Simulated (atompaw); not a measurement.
Scattering properties, PAW (atompaw) potential for cerium (Ce)

cerium (Ce), PAW, made with atompaw 4.2.0.5 (PBEsol, scalar-relativistic). Core [Kr] 4d10, reference 4f0 5s2 5p6 5d2 6s2 6p0. Waves: 5s (bound): rc 2.05 bohr; 6s (bound): rc 2.55 bohr; 5p (bound): rc 2.50 bohr; 6p (bound, empty): rc 3.00 bohr; 5d (bound): rc 3.00 bohr; 5d channel at 0.05 Ry: rc 3.00 bohr; 4f (bound, empty): rc 1.35 bohr; 4f channel at -0.5 Ry: rc 1.35 bohr. Local part: bessel scheme, radius 2.50 bohr. Core correction: smooth core density matched at 2.10 bohr. Augmentation charge: sinc compensation charge, radius 2.60 bohr; PAW radius 3.00 bohr; waves and projectors: custom polynom gramschmidtortho.

The phase is arctan(r·u′/u) with u = r·R(r), unwrapped; energies in Ry, scanned from -5 to 5 Ry. A pole is an energy at which the radial function vanishes at the test radius. The pseudo phase is shifted by a multiple of π to meet the all-electron one at the reference energy, and phase errors are pseudo minus all-electron; the curves can meet again beyond the range given. Levels narrower than the energy grid can be missing from the lists of poles.

```tsv
channel	radius (bohr)	reference energy (Ry)	poles, all-electron	poles, pseudo	unbroken range about the reference energy with phases within 0.05 rad	phase error 1 Ry above the reference energy (rad)
s	3.01	-0.30	-3.16, 2.58	-3.16, 2.55	below 4.7	-0.001
p	3.01	-0.10	-1.71, 3.79	-1.71, 3.87	the whole range	+0.006
d	3.01	-0.30	0.41	0.41	below 2.8	+0.000
f	3.01	-0.84	-0.81, 2.99	-0.81, 3.13	below 4.1	+0.000
```

Phases in the f channel:

| E (Ry) | all-electron | pseudo |
| --- | --- | --- |
| -5.00 | 1.428 | 1.428 |
| -4.76 | 1.425 | 1.425 |
| -4.52 | 1.421 | 1.421 |
| -4.28 | 1.418 | 1.418 |
| -4.04 | 1.414 | 1.414 |
| -3.80 | 1.409 | 1.409 |
| -3.56 | 1.405 | 1.405 |
| -3.32 | 1.399 | 1.399 |
| -3.08 | 1.393 | 1.393 |
| -2.84 | 1.387 | 1.387 |
| -2.60 | 1.380 | 1.380 |
| -2.36 | 1.371 | 1.371 |
| -2.12 | 1.362 | 1.362 |
| -1.88 | 1.350 | 1.350 |
| -1.64 | 1.336 | 1.336 |
| -1.40 | 1.316 | 1.316 |
| -1.16 | 1.282 | 1.282 |
| -0.92 | 1.078 | 1.078 |
| -0.68 | -1.780 | -1.780 |
| -0.44 | -1.847 | -1.847 |
| -0.20 | -1.892 | -1.891 |
| 0.04 | -1.942 | -1.942 |
| 0.28 | -2.010 | -2.010 |
| 0.52 | -2.113 | -2.112 |
| 0.76 | -2.288 | -2.285 |
| 1.00 | -2.631 | -2.618 |
| 1.24 | -3.267 | -3.237 |
| 1.48 | -3.908 | -3.877 |
| 1.72 | -4.255 | -4.232 |
| 1.96 | -4.434 | -4.415 |
| 2.20 | -4.539 | -4.522 |
| 2.44 | -4.609 | -4.593 |
| 2.68 | -4.660 | -4.643 |
| 2.92 | -4.701 | -4.683 |
| 3.16 | -4.737 | -4.716 |
| 3.40 | -4.769 | -4.745 |
| 3.64 | -4.802 | -4.772 |
| 3.88 | -4.836 | -4.798 |
| 4.12 | -4.876 | -4.825 |
| 4.36 | -4.926 | -4.855 |
| 4.60 | -4.995 | -4.889 |
| 4.84 | -5.101 | -4.930 |
